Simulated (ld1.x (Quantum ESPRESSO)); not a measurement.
**cobalt (Co): one change to a TM potential, before and after**

```json
{"Element": "cobalt (Co)", "Generator": "ld1.x (Quantum ESPRESSO) 7.5", "Type": "norm-conserving Troullier–Martins (Kleinman–Bylander form)", "Functional": "PBE", "Relativity": "scalar-relativistic", "Frozen core": "[Ar]", "Valence charge": "9", "Reference configuration": "3d7 4s1.5 4p0 (charge +0.5)", "Partial waves": "4s (bound): rc 2.30 bohr; 4p (bound, empty): rc 3.00 bohr; 3d (bound): rc 1.20 bohr", "Local potential": "the d channel", "Core correction": "none"}
```

Change: wave 3d (bound): rc 1.20 bohr becomes 3d (bound): rc 1.22 bohr.

Cutoffs: the cutoffs (Ry, on a coarse ladder) from which the occupation-weighted sum of valence levels, in a spherical-Bessel basis at the reference potential, stays within 10 and 1 mRy of its value at 400 Ry; they do not see the model core or the augmentation charge, which bear on the density cutoff. Errors are all-electron minus pseudo energies relative to the spin-unpolarised reference configuration.

Problem. How do hardness, ghosts and transferability respond?

Solution. The potential gets neither clearly harder nor softer (160 Ry and 260 Ry → 160 Ry and 260 Ry); both files keep a bound ghost (p, s); the errors of the 7 common tests hardly move.

```tsv
quantity	base	changed
cutoff, loose	160 Ry	160 Ry
cutoff, tight	260 Ry	260 Ry
bound ghosts	s, p	s, p
error for 3d7 4s2 4p0, meV [ΔE -3.60 eV]	+1.7	+1.7
error for 3d7 4s1 4p0, meV [ΔE 5.43 eV]	+2.5	+2.6
error for 3d7 4s0 4p0, meV [ΔE 22.21 eV]	+59	+59
error for 3d7 4s0 4p2, meV [ΔE 5.38 eV]	+11	+11
error for 3d5 4s0 4p0, meV [ΔE 113.44 eV]	-374	-381
error for 3d8 4s1 4p0, meV [ΔE -4.81 eV]	-72	-73
error for 3d6 4s2 4p1, meV [ΔE 6.06 eV]	-201	-203
s: phases at 3.23 bohr within 0.05 rad from the reference energy up to (Ry; the scan ends near 5)	1.0	1.0
p: phases at 3.23 bohr within 0.05 rad from the reference energy up to (Ry; the scan ends near 5)	1.8	1.8
d: phases at 3.23 bohr within 0.05 rad from the reference energy up to (Ry; the scan ends near 5)	3.7	3.6
```

 A true bound ghost makes a file unfit for plane-wave use even where its test errors are small: the radial tests pick states by their node count and pass the ghost by.
